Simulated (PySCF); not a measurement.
Ge(Br)3(Et), C2H5Br3Ge, SMILES [Ge]([Br])([CH2]C)([Br])[Br] at its CAM-B3LYP/def2-SVP optimised geometry (Å):

```
11

C     -1.0458    -2.0126    -1.6249
C     -1.4794    -0.5531    -1.5525
Ge    -0.7897     0.3944     0.0000
Br     1.5148     0.3944     0.0000
Br    -1.5148     2.5787     0.0000
Br    -1.5021    -0.6091     1.9485
H      0.0486    -2.1057    -1.6821
H     -1.3865    -2.5787    -0.7455
H     -1.4696    -2.4954    -2.5180
H     -2.5744    -0.4505    -1.5005
H     -1.1388     0.0220    -2.4274
```

Method: CAM-B3LYP/def2-TZVP run with PySCF 2.14.0. Cells within 0.4 Å of a nucleus heavier than hydrogen are left out (blank, or x).

Map of the deformation density (molecule minus spherical neutral atoms) (e/bohr³) on the plane z = 0.0 Å:

```
|4444444444444444444444444444444|
|4444444444444444444444444444444|
|4444444433333444444444444444444|
|4444444333333444444444444444444|
|4444443322223444444444444444444|
|4444443322245444444444444444444|
|4444444446679644444444444444444|
|4444444478xx8644444444444444444|
|4444444578xx4443334444444444444|
|4444444455335543334444444444444|
|4444444444689643334444444444444|
|4444444334688533344564333444444|
|4444443333343224654796333344444|
|444443332113xx25973xx7223344444|
|444443332113xx16973xx7223344444|
|4444433322230034764567223344444|
|4444433322233213455786333444444|
|4444433332222112344554433444444|
|4444443332222112334444444444444|
|4444443333222223334444444444444|
|4444443333222233334444444444444|
|4444444333222333334444444444444|
|4444444333222333344444444444444|
|4444444333222333344444444444444|
|4444444433223333444444444444444|
|4444444433333334444444444444444|
|4444444443333344444444444444444|
|4444444444444444444444444444444|
|4444444444444444444444444444444|
|4444444444444444444444444444444|
|4444444444444444444444444444444|
```
Scale: ten equal steps from -0.015 (start of '0') to 0.021 (end of '9'), in the order '0123456789'; x runs from -5.00 to 5.00, y from -5.00 (bottom) to 5.00 (top).
